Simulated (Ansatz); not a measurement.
C₂H₈AsGa (SMILES [CH3][Ga]([CH3])[AsH2]), singlet, geometry from GFN2-xTB (such geometries of metal compounds can be far from the true shape). Base run: HF/STO-3G in Ansatz (an electronic-structure program).

Ansatz was given this input:
Ansatz 0.2 input:
```yaml
crystal:
  periodic: [false, false, false]
  atoms:
    - {symbol: Ga, position_ang: [0.41134409, -0.56738828, 0.35285170]}
    - {symbol: C, position_ang: [2.18358417, -1.24807119, -0.44447018]}
    - {symbol: H, position_ang: [2.08508967, -2.27947158, -0.80004424]}
    - {symbol: H, position_ang: [2.98808853, -1.24152256, 0.29780563]}
    - {symbol: H, position_ang: [2.50593038, -0.63357006, -1.29263499]}
    - {symbol: C, position_ang: [-0.31834019, -1.52571280, 2.02293460]}
    - {symbol: H, position_ang: [-0.59825314, -2.55939518, 1.79183208]}
    - {symbol: H, position_ang: [-1.20733864, -1.02234374, 2.41957394]}
    - {symbol: H, position_ang: [0.42763898, -1.56773446, 2.82282014]}
    - {symbol: As, position_ang: [-0.83362992, 1.28794510, -0.69983659]}
    - {symbol: H, position_ang: [-2.06946727, 0.43296341, -0.53463662]}
    - {symbol: H, position_ang: [-0.56503154, 0.60062655, -2.01929770]}
basis:
  gaussian:
    orbitals: STO-3G
hamiltonian:
  xc: hf
```

The bond that is stretched is that between atoms 7 and 6. A test that says stable can miss a lower solution.

Variants of this job, named by their change:

| change | ΔE vs base (mEh) | <S^2> | stability test says |
|---|---|---|---|
| base | 0.000 | 0.000 | minimum (restricted orbitals) |
| spin_polarized = on; lower_state_search = off | -115.6 | 1.026 | undecided (no full test) |
| spin_polarized = on; lower_state_search = standard | -115.6 | 1.026 | minimum |
| bond × 1.25 | 45.344 | 0.000 | minimum (restricted orbitals) |
| spin_polarized = on; lower_state_search = off; bond × 1.25 | 45.344 | 0.000 | undecided (no full test) |
| spin_polarized = on; lower_state_search = standard; bond × 1.25 | -69.668 | 1.028 | minimum |
| bond × 1.5 | 124.1 | 0.000 | minimum (restricted orbitals) |
| spin_polarized = on; lower_state_search = off; bond × 1.5 | 1.682 | 1.301 | undecided (no full test) |
| spin_polarized = on; lower_state_search = standard; bond × 1.5 | 1.682 | 1.301 | minimum |
| bond × 1.8 | 218.7 | 0.000 | minimum (restricted orbitals) |
| spin_polarized = on; lower_state_search = off; bond × 1.8 | 39.170 | 1.722 | undecided (no full test) |
| spin_polarized = on; lower_state_search = standard; bond × 1.8 | 39.170 | 1.722 | minimum |
| bond × 2.2 | 318.2 | 0.000 | minimum (restricted orbitals) |
| spin_polarized = on; lower_state_search = off; bond × 2.2 | 51.466 | 1.876 | undecided (no full test) |
| spin_polarized = on; lower_state_search = standard; bond × 2.2 | 51.466 | 1.876 | minimum |
| bond × 3.0 | 421.7 | 0.000 | minimum (restricted orbitals) |
| spin_polarized = on; lower_state_search = off; bond × 3.0 | 54.431 | 1.915 | undecided (no full test) |
| spin_polarized = on; lower_state_search = standard; bond × 3.0 | 50.076 | 1.931 | minimum |

Where a bond breaks into two radicals, a solution with restricted orbitals usually stops being the lowest and lies too high; an unrestricted one lies lower at the price of spin contamination, which <S^2> shows.
